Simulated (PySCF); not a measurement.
Substituent effects on chemical shifts

Parent skeleton `[CH3:1][SiH2:2][CH2:3][SiH2:4][S:5][SiH3:6]`; one hydrogen on atom 6 is replaced by X. Hydrogens on one atom are averaged.

PySCF 2.14 calculation with PBE0/pcSseg-1 with gauge-including orbitals and coordinates at the GFN2-xTB level; no solvent, equivalent nuclei averaged, one conformer, no relativistic terms.

Scale: 13C, 29Si, 1H against TMS; 33S vs CS2 (reference shieldings calculated alike).

Parent (X = H): C1 -6.8, Si2 -47.4, C3 -4.8, Si4 -26.7, S5 -326.7, Si6 -59.8, H(C1) 0.23, H(Si2) 4.38, H(C3) -0.03 ppm. Effects are Δδ = δ(X) − δ(H), positive for deshielding.

Q: Give Δδ (ppm) for X = CH3, OH, ethynyl.

A: 
| X | SMILES | C1 | Si2 | C3 | Si4 | S5 | Si6 | H(C1) | H(Si2) | H(C3) |
| --- | --- | --- | --- | --- | --- | --- | --- | --- | --- | --- |
| CH3 | C[SiH2]C[SiH2]S[SiH2]C | +2.8 | +3.4 | +0.3 | -1.3 | +21.4 | +31.6 | -0.03 | +0.02 | +0.12 |
| OH | C[SiH2]C[SiH2]S[SiH2]O | -0.1 | +0.0 | +1.0 | -7.8 | +60.0 | +46.0 | +0.02 | +0.00 | -0.09 |
| ethynyl | C#C[SiH2]S[SiH2]C[SiH2]C | +2.5 | +0.8 | +1.3 | -0.6 | +47.1 | +0.9 | +0.04 | -0.16 | +0.34 |

Q: Which position responds most, and to which substituents?

A: Si6: from +0.9 ppm with ethynyl to +46.0 ppm with OH.
